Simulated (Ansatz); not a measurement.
Consider the formal exchange of groups at the Si–C bond: `C[Si](C)(C)O` + `CC(=N)O` → `C[Si](C)(O)O` + `CC(C)=N`.

Calculated with Ansatz (gas phase, PBE0-D4/def2-TZVP geometries, no zero-point term in ΔE). CBS: MP2 limit from def2 TZ/QZ plus the TZ coupled-cluster correction, frozen cores. DFT in def2-TZVPP. B3LYP here is the variant with VWN-RPA as its local correlation; programs differ in this. HSE06 is defined as in plane-wave codes. Each species was taken in one conformer, which may not be the lowest.

| level | ΔE (kJ/mol) |
| --- | --- |
| revPBE-D4 | -72.7 |
| B3LYP-D4 | -84.0 |
| HSE06-D4 | -76.0 |
| ωB97M-V | -83.2 |
| r2SCAN | -78.8 |
| MP2/def2-SVP | -74.3 |
| HF/def2-QZVPP | -96.4 |
| HF/CBS(def2) | -96.6 |

What does CCSD(T)/CBS give? (Estimate.)

Ansatz gave: -92.1 kJ/mol. The listed levels differ from it by 19.4, 8.1, 16.1, 8.9, 13.3, 17.8, -4.3, -4.5 kJ/mol.

Largest T1 diagnostic among the species: 0.013.

From BLYP to BHLYP (50 % exact exchange), in def2-TZVPP and without D4, ΔE moves by −9.8 kJ/mol. In def2-TZVPP, CCSD(T) changes the Hartree–Fock value by +5.4 kJ/mol (the triples alone add +2.0 kJ/mol) and MP2 by +3.8 kJ/mol.
